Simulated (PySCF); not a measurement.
Planning a geometry optimisation on `CS[SiH2][SiH2]C#N`.

Method: PBE0-D3(BJ)/def2-SVP geometry optimisation, gas phase (PySCF 2.14.0). Work: geometry optimisation from a GFN2-xTB start shaken at random, density fitting. The command runs a driver script over a list of jobs; the input below is this job's line of settings and its coordinates in Å.

Command:
```bash
OMP_NUM_THREADS=1 python probes_run.py task.json out
```

Input:
```
{"job": {"xc": "PBE0", "basis": "def2-SVP", "d3": "d3bj", "grid": 1, "shake": 0.01, "kind": "geom"}, "charge": 0, "multiplicity": 1}
C     -2.905200     0.213820    -0.255670
S     -1.541270    -0.664030    -1.005570
Si     0.083190     0.255880     0.038240
Si     2.048740    -0.751020    -0.764920
C      3.395990     0.046590     0.186030
N      4.224690     0.570330     0.796430
H     -2.818730     1.297820    -0.471590
H     -2.925520     0.070700     0.806700
H     -3.833240    -0.144080    -0.694100
H     -0.178830     0.059700     1.482830
H     -0.026360     1.694560    -0.195220
H      2.167630    -2.184490    -0.480220
H      2.314730    -0.482660    -2.175760
```

Hardware: one thread, Arm Neoverse V1 (aarch64) (shared host). PySCF's memory limit was set to 1760 MB.

The basis has 131 functions.

Question: Estimate the wall time.

Answer: About 55 s. The run took 8 energy-and-gradient evaluations and 54 SCF cycles, 6.9 s an evaluation on average.

Question: Estimate the peak memory.

Answer: About 0.55 GiB. Peak memory is the resident size of the whole Python process, interpreter and libraries included.

Question: At this speed, how long would 20000 such jobs take on 96 cores, one job a core?

Answer: 20000/96 gives 209 rounds of 55 s, about 3.2 h of wall time and 310 core-hours, if the jobs don't slow each other.

The output:
```
step   0  E = -1111.41331293  max force = 0.021434
step   1  E = -1111.41808608  max force = 0.006207
step   2  E = -1111.41853224  max force = 0.002353
step   3  E = -1111.41862449  max force = 0.000496
step   4  E = -1111.41863614  max force = 0.000755
step   5  E = -1111.41863688  max force = 0.000668
step   6  E = -1111.41863787  max force = 0.000521
step   7  E = -1111.41864575  max force = 0.000423
optimisation converged
```

Energies in Eh; «max force» is the largest Cartesian gradient component in Eh/bohr.

The host was shared with other jobs, so the times are rough.
